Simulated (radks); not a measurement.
Values are calculated unless marked as measured or tabulated.
Task: Radial electron density D(r) = 4 pi r^2 rho(r) of an atom or ion with 9 electrons. Level of theory: scalar-relativistic Kohn-Sham, exchange-only LDA, spin-polarised, spherical densities, point nucleus (a radial shooting solver on a logarithmic mesh with Libxc functionals).

r (bohr)  D(r) (e/bohr)   spin D(r)
0.009981          2.068   -0.000203
0.01099           2.429   -0.000206
0.01209           2.844   -0.000195
0.01342           3.361   -0.000156
0.01477           3.907  -0.0000810
0.01639           4.577   0.0000657
0.01804           5.273    0.000291
0.01986           6.045    0.000645
0.02204           6.966     0.00124
0.02426           7.891     0.00206
0.02691           8.965     0.00339
0.02963           10.01     0.00519
0.03261           11.09     0.00774
0.03618           12.26      0.0117
0.03983           13.33      0.0168
0.0442            14.41      0.0246
0.04865           15.30      0.0345
0.05398           16.10      0.0492
0.05942           16.64      0.0676
0.06541           16.94      0.0920
0.07258           16.97       0.127
0.07989           16.72       0.169
0.08864           16.13       0.228
0.09758           15.35       0.296
0.1074            14.40       0.381
0.1192            13.26       0.493
0.1312            12.22       0.617
0.1456            11.24       0.774
0.1602            10.59       0.939
0.1778            10.23        1.14
0.1957            10.28        1.33
0.2154            10.69        1.52
0.239             11.44        1.72
0.2631            12.31        1.88
0.292             13.25        2.01
0.3214            13.94        2.08
0.3538            14.30        2.08
0.3925            14.19        2.01
0.4321            13.57        1.88
0.4794            12.35        1.67
0.5278            10.82        1.43
0.5809            9.043        1.18
0.6446            7.029       0.899
0.7096            5.259       0.663
0.7873            3.590       0.446
0.8667            2.357       0.289
0.9616            1.379       0.167
1.059            0.7750      0.0927
1.165            0.3999      0.0472
1.293            0.1757      0.0204
1.423           0.07393     0.00844
1.579           0.02549     0.00285
1.738          0.008391    0.000916

What is the nuclear charge?

Result: Z = 15. The innermost maximum, from 1s, lies near gamma/Z bohr with gamma = sqrt(1 - (Z/c)^2) = 0.994, here 0.0663 bohr (found: 0.0697), and its height grows with Z. The density is that of the phosphorus ion P6+ in [He] 2s2 2p5; the configuration itself is not fixed sharply by these data, and Z only to about a unit. D(r) has 2 maxima, at r = 0.0697, 0.365 bohr, and minima at 0.184 bohr, inside which lie 2.21 electrons.
